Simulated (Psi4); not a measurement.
F3La (SMILES [F][La]([F])[F]), singlet, geometry from GFN2-xTB (such geometries of metal compounds can be far from the true shape) (core potentials on La); PBE0/def2-SVP (Psi4 1.11).

Input for Psi4:
```
memory 2 GB

molecule mol {
0 1
  La    0.031016   -0.056518   -0.134807
  F    -1.708650   -0.894191    0.331449
  F    -0.051073    1.901421   -0.459249
  F     1.563287   -0.649281    0.981575
}

set basis def2-svp
set reference rks

energy('pbe0')
print_variables()
```

What the program printed (banner, timings and long lists left out):

```
   => Loading Basis Set <=

    Name: DEF2-SVP
    Role: ORBITAL
    Keyword: BASIS

    !!!  WARNING: ECP capability is in beta. Please check occupations closely.  !!!

         ---------------------------------------------------------
                                   SCF
               by Justin Turney, Rob Parrish, Andy Simmonett
                          and Daniel G. A. Smith
                              RKS Reference
         ---------------------------------------------------------

  ==> Geometry <==

    Molecular point group: c1
    Full point group: C1

    Geometry (in Angstrom), charge = 0, multiplicity = 1:

       Center              X                  Y                   Z               Mass
    ------------   -----------------  -----------------  -----------------  -----------------
         LA           0.028073965203    -0.051156889039    -0.122019008728   138.906356300000
         F           -1.711592034797    -0.888829889039     0.344236991272    18.998403162730
         F           -0.054015034797     1.906782110961    -0.446461008728    18.998403162730
         F            1.560344965203    -0.643919889039     0.994362991272    18.998403162730

  Running in c1 symmetry.

  Rotational constants: A =      0.14657  B =      0.14657  C =      0.07931 [cm^-1]
  Rotational constants: A =   4394.09105  B =   4394.08882  C =   2377.60308 [MHz]
  Nuclear repulsion =  117.567271336266728

  Charge       = 0
  Multiplicity = 1
  Electrons    = 38
  Nalpha       = 19
  Nbeta        = 19

  ==> Algorithm <==

  SCF Algorithm Type is DF.
  DIIS enabled.
  MOM disabled.
  Fractional occupation disabled.
  Guess Type is SAD.
  Energy threshold   = 1.00e-06
  Density threshold  = 1.00e-06
  Integral threshold = 1.00e-12

  ==> Primary Basis <==

  Basis Set: DEF2-SVP
    Blend: DEF2-SVP
    Number of shells: 30
    Number of basis functions: 74
    Number of Cartesian functions: 82
    Spherical Harmonics?: true
    Max angular momentum: 3

  Core potential: DEF2-SVP
    Number of shells: 4
    Number of ECP primitives: 10
    Number of ECP core electrons: 46
    Max angular momentum: 3

  ==> DFT Potential <==

   => LibXC <=

    Version 7.1.2
    S. Lehtola, C. Steigemann, M. J. T. Oliveira, and M. A. L. Marques,  SoftwareX 7, 1–5 (2018) (10.1016/j.softx.2017.11.002)

   => Composite Functional: PBE0 <=

    PBE0 Hyb-GGA Exchange-Correlation Functional

    C. Adamo and V. Barone,  J. Chem. Phys. 110, 6158 (1999) (10.1063/1.478522)
    M. Ernzerhof and G. E. Scuseria,  J. Chem. Phys. 110, 5029 (1999) (10.1063/1.478401)

    Deriv               =              1
    GGA                 =           TRUE
    Meta                =          FALSE

    Exchange Hybrid     =           TRUE
    MP2 Hybrid          =          FALSE

   => Exchange Functionals <=

    0.7500   Perdew, Burke & Ernzerhof

   => Exact (HF) Exchange <=

    0.2500               HF

   => Correlation Functionals <=

    1.0000   Perdew, Burke & Ernzerhof

   => LibXC Density Thresholds  <==

    XC_HYB_GGA_XC_PBEH:  1.00E-15

   => Molecular Quadrature <=

    Radial Scheme          =       TREUTLER
    Pruning Scheme         =           NONE
    Nuclear Scheme         =       TREUTLER

    Blocking Scheme        =         OCTREE
    BS radius alpha        =              1
    Pruning alpha          =              1
    Radial Points          =             75
    Spherical Points       =            302
    Total Points           =          87501
    Total Blocks           =            727
    Max Points             =            255
    Max Functions          =             72
    Weights Tolerance      =       1.00E-15

   => Loading Basis Set <=

    Name: (DEF2-SVP AUX)
    Role: JKFIT
    Keyword: DF_BASIS_SCF

  ==> Integral Setup <==

  SCF_SUBTYPE=INCORE selected. In-core MEM_DF algorithm will be used.
  Using in-core AOs.

  ==> MemDFJK: Density-Fitted J/K Matrices <==

    J tasked:                   Yes
    K tasked:                   Yes
    wK tasked:                   No
    Algorithm:                 Core
    Schwarz Cutoff:           1E-12
    Mask sparsity (%):       2.1914
    Fitting Condition:        1E-10

   => Auxiliary Basis Set <=

  Basis Set: (DEF2-SVP AUX)
    Blend: DEF2-UNIVERSAL-JKFIT
    Number of shells: 120
    Number of basis functions: 458
    Number of Cartesian functions: 620
    Spherical Harmonics?: true
    Max angular momentum: 6

  Minimum eigenvalue in the overlap matrix is 8.2135888884E-03.
  Reciprocal condition number of the overlap matrix is 2.2043214638E-03.
    Using symmetric orthogonalization.

  ==> Pre-Iterations <==

  SCF Guess: Superposition of Atomic Densities via on-the-fly atomic UHF (no occupation information).

   -------------------------
    Irrep   Nso     Nmo
   -------------------------
     A         74      74
   -------------------------
    Total      74      74
   -------------------------

  ==> Iterations <==

                           Total Energy        Delta E     RMS |[F,P]|

   @DF-RKS iter SAD:  -330.00000042523482   -3.30000e+02   0.00000e+00
   @DF-RKS iter   1:  -330.53999802244556   -5.39998e-01   1.17041e-02 DIIS/ADIIS
   @DF-RKS iter   2:  -329.84081243746908    6.99186e-01   2.26138e-02 DIIS/ADIIS
   @DF-RKS iter   3:  -330.80059079632031   -9.59778e-01   1.02814e-03 DIIS/ADIIS
   @DF-RKS iter   4:  -330.80236498829157   -1.77419e-03   2.07295e-04 DIIS/ADIIS
   @DF-RKS iter   5:  -330.80244807116344   -8.30829e-05   7.36934e-05 DIIS
   @DF-RKS iter   6:  -330.80245739407331   -9.32291e-06   2.39662e-05 DIIS
   @DF-RKS iter   7:  -330.80245847306804   -1.07899e-06   2.04623e-06 DIIS
   @DF-RKS iter   8:  -330.80245848342992   -1.03619e-08   3.63080e-07 DIIS
  Energy and wave function converged.

  ==> Post-Iterations <==

   Electrons on quadrature grid:
      Ntotal   =   38.0000795055 ; deviation = 7.951e-05

    Orbital Energies [Eh]
    ---------------------

    Doubly Occupied:

[...]
      19A     -0.348938

    Virtual:

[...]
      74A     33.691307

    Final Occupation by Irrep:
              A
    DOCC [    19 ]
    NA   [    19 ]
    NB   [    19 ]

  @DF-RKS Final Energy:  -330.80245848342992

   => Energetics <=

    Nuclear Repulsion Energy =            117.5672713362667281
    One-Electron Energy =                -707.4192667540465891
    Two-Electron Energy =                 286.1810158711223266
    DFT Exchange-Correlation Energy =     -27.1314789367723463
    Empirical Dispersion Energy =           0.0000000000000000
    VV10 Nonlocal Energy =                  0.0000000000000000
    Total Energy =                       -330.8024584834299162

Computation Completed

Properties will be evaluated at   0.000000,   0.000000,   0.000000 [a0]

Properties computed using the SCF density matrix

 Multipole Moments:

 ------------------------------------------------------------------------------------
     Multipole            Electronic (a.u.)      Nuclear  (a.u.)        Total (a.u.)
 ------------------------------------------------------------------------------------

 L = 1.  Multiply by 2.5417464519 to convert [e a0] to [Debye]
 Dipole X            :          3.1915501           -2.9074293            0.2841208
 Dipole Y            :         -5.8158689            5.2979704           -0.5178985
 Dipole Z            :        -13.8719603           12.6366773           -1.2352830
 Magnitude           :                                                    1.3692580

 ------------------------------------------------------------------------------------

  Variable Map:
  ----------------------------------------------------------------------------
[...]
  Array Variable Map:
  ----------------------------------------------------------------------------
[...]
[...]
```
